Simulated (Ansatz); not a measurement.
Basis sets compared for the cluster B8N⁺. Total charge 1; singlet. Geometry PBE0-D4/def2-SVP. Ansatz on 4 threads of Arm Neoverse V2 on a shared host; times are rough, and most runs start from earlier orbitals.

```
atom    x (Å)    y (Å)    z (Å)
  N1   1.2319   1.0064  -0.0476
  B2   1.1604  -1.3638  -1.1778
  B3  -0.2538  -1.7538  -0.7548
  B4   0.3881   1.7416   0.6882
  B5  -1.7364   0.1312   0.8282
  B6  -0.0471  -0.0361   0.0044
  B7  -1.0473   1.4478   1.1786
  B8  -1.4472  -1.1770   0.0486
  B9   1.7514   0.0036  -0.7679
```

The restricted singlet is unstable towards broken spin symmetry in Hartree–Fock (as tested in another run); at PBE-D4/def2-SVP, PBE-D4/def2-TZVP, PBE0-D4/def2-SVP, PBE0-D4/def2-TZVP this wasn't settled. Another isomer (singlet) lies 0.52 eV lower at PBE0-D4/def2-TZVP; other spin states weren't run for this one.

| level | functions | energy (Eh) | HOMO (eV) | LUMO (eV) | wall time |
| --- | --- | --- | --- | --- | --- |
| PBE-D4/def2-SVP | 126 | -252.5271 | -11.20 | -8.95 | 1.1 s |
| PBE0-D4/def2-SVP | 126 | -252.5424 | -11.87 | -8.15 | 1.3 s |

Task: Estimate the rows for PBE-D4/def2-TZVP (with forces), PBE0-D4/def2-TZVP.

Result: 
```csv
level,functions,energy (Eh),HOMO (eV),LUMO (eV),wall time
PBE-D4/def2-TZVP (with forces),279,-252.7928,-11.14,-8.89,3.1 s
PBE0-D4/def2-TZVP,279,-252.8085,-11.80,-8.07,6 s
```
